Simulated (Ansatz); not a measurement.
`F[Si]1(Cl)CO1` + H–F → `F[Si]1(F)CO1` + HCl at 298.15 K and 1 bar (ligand exchange at the Si–Cl bond).

Calculated with Ansatz (gas phase, PBE0-D4/def2-TZVP geometries, no zero-point term in ΔE). CCSD(T)/CBS is the MP2 limit (def2-TZVPP, def2-QZVPP) plus CCSD(T) − MP2 in def2-TZVPP, frozen cores. This one scheme is used for every species.

```tsv
species	CCSD(T)/CBS energy (Eh)	H − E (kJ/mol)	S (J/(mol·K))
`F[Si]1(Cl)CO1`	-963.17906	111.2	317.3
H–F	-100.39570	33.5	173.6
`F[Si]1(F)CO1`	-603.20958	113.6	304.9
HCl	-460.38127	26.6	186.8
```

H − E and S are ideal-gas, rigid-rotor, harmonic terms from PBE0-D4/def2-TZVP, for one conformer and one mirror image of each species. 1 Eh = 2625.50 kJ/mol, R = 8.31446 J/(mol·K).

Problem. By hand: ΔE, ΔH, ΔS and ΔG.

Solution. ΔE = (-603.20958) + (-460.38127) − (-963.17906) − (-100.39570) = -0.01609 Eh = -42.2 kJ/mol. Δ(H − E) = 113.6 + 26.6 − 111.2 − 33.5 = -4.5, so ΔH = -46.7 kJ/mol. ΔS = 304.9 + 186.8 − 317.3 − 173.6 = 0.8 J/(mol·K). ΔG = -46.7 − 298.15 × (0.8)/1000 = -46.9 kJ/mol.

Problem. By hand: the equilibrium constant, and the temperature at which ΔG would vanish if ΔH and ΔS stayed fixed.

Solution. log₁₀ K = −ΔG/(RT ln 10) = 8.2. ΔH and −TΔS have one sign here, so there is no such temperature.

The number of gas molecules stays the same, so ΔS is small and ΔH decides. A doubt of 5 kJ/mol in ΔE shifts log₁₀ K by 0.9 here. Other conformers and mirror images would add mixing entropy, several J/(mol·K) or more a flexible species. These are equilibria of isolated gas molecules and say nothing of rates. Largest T1 diagnostic: 0.013 (customary marks: 0.02 for closed shells, 0.045 for open ones).

ΔS is within the doubt of such terms, so its sign, and with it that verdict, could turn.
